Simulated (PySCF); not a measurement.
## Computed structure and properties of [Nd(NH3)4]3+

System: [Nd(NH3)4]3+ (singlet in the valence; each metal's 4f electrons, 3 of them, lie in its core potential, out of spins and levels); start: template (C2v). Method: PySCF 2.14.0, RKS r2SCAN, Nd lcecp-1-SVP with ECP49, N def2-SVP, H def2-SVP; non-relativistic Hamiltonian with scalar-relativistic core potentials where named; density fitting; no spin-orbit coupling.

Input of the relaxation:

```python
mol = gto.M(atom='''
Nd    -0.00000     0.00000    -0.00000
N      1.49100     1.49100     1.49100
H      1.33740     1.33740     2.48760
H      2.48760     1.33740     1.33740
H      1.33740     2.48760     1.33740
N     -1.49100    -1.49100     1.49100
H     -1.33740    -1.33740     2.48760
H     -2.48760    -1.33740     1.33740
H     -1.33740    -2.48760     1.33740
N      1.49100    -1.49100    -1.49100
H      2.10420    -2.10420    -0.95390
H      0.95390    -2.10420    -2.10420
H      2.10420    -0.95390    -2.10420
N     -1.49100     1.49100    -1.49100
H     -2.10420     2.10420    -0.95390
H     -0.95390     2.10420    -2.10420
H     -2.10420     0.95390    -2.10420''',
    basis={'Nd': 'lcecp-1-SVP', 'N': 'def2-SVP', 'H': 'def2-SVP'},
    ecp={'Nd': 'lcecp-1-SVP'},
    charge=3, spin=0)
mf = dft.RKS(mol, xc='R2SCAN')
mf.grids.atom_grid = (50, 194)  # f atoms: unpruned, at least (60, 302)
mf = mf.density_fit()  # fitting sets: Nd AutoAux, N def2-universal-JKFIT, H def2-universal-JKFIT
mf.conv_tol = 1e-08; mf.max_cycle = 55
mf.kernel(dm0)  # dm0: converged density of the start geometry
# quasi-Newton relaxation in Cartesian coordinates to a largest gradient under 0.00045 Eh/bohr, steps kept in the point group
```

Run from Python with OMP_NUM_THREADS=4; the lines above give its settings. Where DIIS fails, smearing, a level shift and second-order steps follow.
It took 47 s on 4 threads of Arm Neoverse V1, on a shared host, from the converged density of the start.

Course of the relaxation:

```csv
step,energy above end (eV),largest force component within the symmetry (eV/Å)
0,0.1578,0.889
1,0.0402,0.343
2,0.0071,0.081
3,0.0041,0.037
4,0.0008,0.025
5,0.0001,0.014
6,0.0000,0.005
```

Relaxed geometry (C2v):

```xyz
17

Nd    0.0000    0.0000    0.0039
N     1.4554    1.4554    1.4537
H     1.3352    1.3352    2.4747
H     2.4757    1.3324    1.3291
H     1.3324    2.4757    1.3291
N    -1.4554   -1.4554    1.4537
H    -1.3352   -1.3352    2.4747
H    -2.4757   -1.3324    1.3291
H    -1.3324   -2.4757    1.3291
N     1.4541   -1.4541   -1.4529
H     2.0940   -2.0940   -0.9503
H     0.9496   -2.0926   -2.0927
H     2.0926   -0.9496   -2.0927
N    -1.4541    1.4541   -1.4529
H    -2.0940    2.0940   -0.9503
H    -0.9496    2.0926   -2.0927
H    -2.0926    0.9496   -2.0927
```

```
      contact      Å
 Nd1–N2 (NH3)  2.518
 Nd1–N6 (NH3)  2.518
Nd1–N10 (NH3)  2.520
Nd1–N14 (NH3)  2.520
```

On the finer grid (75, 302):

- HOMO: -21.97 eV
- LUMO: -15.35 eV
- Dipole about the centre of mass: 0.01 D
- Set of Mulliken populations of Nd1 outside the core potential: s 2.23, p 6.17, d 0.93, f 0.04
- D3(BJ) dispersion energy (not in the energies): -0.092 eV

```json
{"atom": "Nd1", "Mulliken (e)": "1.63", "Löwdin (e)": "1.22", "spin (e)": "0.00"}
{"atom": "N2", "Mulliken (e)": "-0.38", "Löwdin (e)": "-0.02", "spin (e)": "0.00"}
{"atom": "H3", "Mulliken (e)": "0.24", "Löwdin (e)": "0.16", "spin (e)": "0.00"}
{"atom": "H4", "Mulliken (e)": "0.24", "Löwdin (e)": "0.16", "spin (e)": "0.00"}
{"atom": "H5", "Mulliken (e)": "0.24", "Löwdin (e)": "0.16", "spin (e)": "0.00"}
{"atom": "N6", "Mulliken (e)": "-0.38", "Löwdin (e)": "-0.02", "spin (e)": "0.00"}
{"atom": "H7", "Mulliken (e)": "0.24", "Löwdin (e)": "0.16", "spin (e)": "0.00"}
{"atom": "H8", "Mulliken (e)": "0.24", "Löwdin (e)": "0.16", "spin (e)": "0.00"}
{"atom": "H9", "Mulliken (e)": "0.24", "Löwdin (e)": "0.16", "spin (e)": "0.00"}
{"atom": "N10", "Mulliken (e)": "-0.38", "Löwdin (e)": "-0.03", "spin (e)": "0.00"}
{"atom": "H11", "Mulliken (e)": "0.24", "Löwdin (e)": "0.16", "spin (e)": "0.00"}
{"atom": "H12", "Mulliken (e)": "0.24", "Löwdin (e)": "0.16", "spin (e)": "0.00"}
{"atom": "H13", "Mulliken (e)": "0.24", "Löwdin (e)": "0.16", "spin (e)": "0.00"}
{"atom": "N14", "Mulliken (e)": "-0.38", "Löwdin (e)": "-0.03", "spin (e)": "0.00"}
{"atom": "H15", "Mulliken (e)": "0.24", "Löwdin (e)": "0.16", "spin (e)": "0.00"}
{"atom": "H16", "Mulliken (e)": "0.24", "Löwdin (e)": "0.16", "spin (e)": "0.00"}
{"atom": "H17", "Mulliken (e)": "0.24", "Löwdin (e)": "0.16", "spin (e)": "0.00"}
```

The 4f levels lie in the core potential and are missing. Their spin isn't counted.

No frequency check is given for this geometry.

Taking off one NH3 (charge 0, singlet; the rest: singlet) in vacuum, both parts rigid, costs 3.34 eV; the small basis without counterpoise inflates it. Parting with an electron moved from the ligand to the metal can be far cheaper, even downhill.

Rigid scan of NH3 along the line from its metal:

```csv
distance to N2 (Å),energy (eV)
2.22,0.400
2.32,0.153
2.42,0.032
2.52,0.000
2.62,0.029
2.72,0.100
2.92,0.313
```

One start shape was tried, so this needn't be the lowest isomer.

An lcecp potential fixes the number of 4f electrons, so in runs with it no electron can move into or out of that shell.
